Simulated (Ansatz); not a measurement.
`B1N=C[Se]1` → B• + C• + 2 H• + N• + Se•  (atomization)

Isolated molecules relaxed with PBE0-D4/def2-TZVP in Ansatz; ΔE leaves out vibrations. CCSD(T)/CBS is the MP2 limit (def2-TZVPP, def2-QZVPP) plus CCSD(T) − MP2 in def2-TZVPP, frozen cores. This one scheme is used for every species, atoms too. Functionals use def2-TZVPP. HSE06 is defined as in plane-wave codes. No spin–orbit coupling; open shells (•) take unrestricted orbitals. Spin–orbit coupling would lower the free atoms: a little for B, C; clearly for Se. Bonds to Se are less sure, by a few kJ/mol each and by 10 to 20 or more in all where they break to atoms, as the def2 sets lack core-valence functions. Scalar relativity is left out up to krypton.

```json
{"level": "BLYP", "ΔE (kcal/mol)": "542.6"}
{"level": "HSE06", "ΔE (kcal/mol)": "549.2"}
{"level": "CCSD/def2-SVP", "ΔE (kcal/mol)": "492.7"}
{"level": "CCSD(T)/def2-TZVPP", "ΔE (kcal/mol)": "521.5"}
```

Q: What does CCSD(T)/CBS give? (An estimate is asked.)

A: Computed: +539.9 kcal/mol. The listed levels differ from it by 2.7, 9.3, -47.2, -18.4 kcal/mol.

Largest T1 diagnostic among the species: 0.014.

Leaving LDA and LC-ωPBE aside and taking each functional with its dispersion term where it has one, the values, not all of them listed here, spread over 55.5 kcal/mol, from BHLYP-D4 to PBE-D4. LDA lies +77.3 kcal/mol from PBE without D4, its usual overbinding. At CCSD(T), def2-SVP lies −34.9 kcal/mol from the extrapolated value and def2-TZVPP −18.3 kcal/mol: correlation converges slowly with the basis, and small sets miss more of it in the bonded molecule than in its fragments. From PBE to PBE0 (25 % exact exchange), in def2-TZVPP and without D4, ΔE moves by −19.8 kcal/mol: exact exchange takes away binding that semilocal exchange gives to molecules.

For atomizations the MP2-based limit and the directly extrapolated one differ by several kJ/mol either way, and by 10 to 25 for some Ge, Se and Sn compounds, so smaller differences from it don't rank the levels.
